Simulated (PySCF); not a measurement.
Species: C₈H₉O (doublet state).
Numbering: `[H]/[C:1]=[CH:2]\[C:3]1=[CH:4][C:5](=[O:6])[CH2:7][CH2:8][CH2:9]1` (hydrogens: H10 on C1; H11 on C2; H12 on C4; H13, H14 on C7; H15, H16 on C8; H17, H18 on C9)

Structure used (GFN2-xTB), in Å, numbered top down from 1:
```
atom  x, y, z in Å
C1     3.1988   -0.3401    0.3608
C2     2.2515    0.5329    0.5310
C3     0.8139    0.3484    0.2735
C4    -0.0541    1.3279    0.5753
C5    -1.5035    1.2067    0.4177
O6    -2.2583    2.1178    0.6833
C7    -1.9942   -0.1447   -0.0583
C8    -0.9913   -0.7950   -1.0019
C9     0.3557   -0.9545   -0.3046
H10    3.3442   -1.3406    0.0270
H11    2.4964    1.5159    0.9219
H12    0.2867    2.2733    0.9744
H13   -2.1285   -0.7697    0.8306
H14   -2.9705   -0.0223   -0.5295
H15   -1.3599   -1.7690   -1.3291
H16   -0.8682   -0.1661   -1.8869
H17    1.1037   -1.3302   -1.0048
H18    0.2689   -1.6842    0.5080
```

The hyperfine couplings belong to this conformer and change with its torsions.

The calculation used UKS B3LYP, pcH-1 on C H O, non-relativistic, mean-field spin-orbit, GIAO (PySCF 2.14.0). Isolated species at its GFN2-xTB geometry (one conformer only). A GFN2-xTB geometry isn't a minimum of the functional, and hyperfine couplings can be far from their values at a DFT geometry. The SCF solution wasn't tested for stability.

Q: Break the g tensor into its mass correction, gauge correction and orbital-Zeeman/spin–orbit terms.

A: 
| Δg (ppm) | 1 | 2 | 3 |
| --- | --- | --- | --- |
| relativistic mass correction | -147 | -147 | -147 |
| gauge correction | 34 | 4 | -63 |
| orbital Zeeman/spin–orbit | -873 | -132 | 768 |
| total | -986 | -275 | 559 |

So g = 2.00133, 2.00204, 2.00288 and g_iso = 2.00209; the tensor is rhombic: the two nearest values differ by 46 % of g3 − g1. 

Q: Average each term over the three axes. Which is largest in size?

A: The mass correction -147, the orbital-Zeeman/spin–orbit term -79 and the gauge correction -8 ppm, for a total of -234 ppm. The mass correction is the largest in size. The mass correction is the same along every axis, so the anisotropy comes from the other two: their spans along these axes are 97 (gauge) and 1642 ppm (orbital Zeeman/spin–orbit).

Q: What are the electron Larmor frequencies g μB B/h along the three axes at 1200 mT?

A: 33.6134, 33.6253, 33.6393 GHz for g1, g2 and g3, a range of 25.9 MHz.

Q: What effective moment and Curie constant follow for a powder?

A: With the mean of g² = 4.0083 and S(S+1) = 0.75: μ_eff = √(⟨g²⟩S(S+1)) = 1.734 μB and χT = 0.12505·⟨g²⟩·S(S+1) = 0.376 cm³ K/mol (cgs; spin-Hamiltonian part alone).

Q: In a frozen sample, at which fields do the three g values resonate at 9.5, 34, 94 and 263 GHz (hyperfine left aside), and which band first spreads them over more than twice a line width of 0.3 mT?

A: 
```tsv
band	GHz	B(g3) mT	B(g2) mT	B(g1) mT	spread mT
X	9.5	338.89	339.03	339.15	0.26
Q	34.0	1212.87	1213.37	1213.80	0.94
W	94.0	3353.22	3354.61	3355.81	2.59
J	263.0	9381.88	9385.78	9389.12	7.24
```

The spread grows in proportion to the frequency. Q band is the first where it exceeds 0.6 mT.

Largest spin populations (Mulliken): C1 (+1.07), C2 (-0.17) and C3 (+0.09). C1 is the only atom above +0.15. The positive populations add up to 1.23 and the negative ones to -0.23, together 2S = 1.

The HOMO–LUMO gaps are 4.46 eV among the α and 4.14 eV among the β orbitals.

Time: 1.9 min of wall time (with the writing of density and orbital grids); peak memory 1.2 GiB. Hardware: Arm Neoverse V2, one thread, shared host with 96 logical CPUs at a one-minute load of 45.
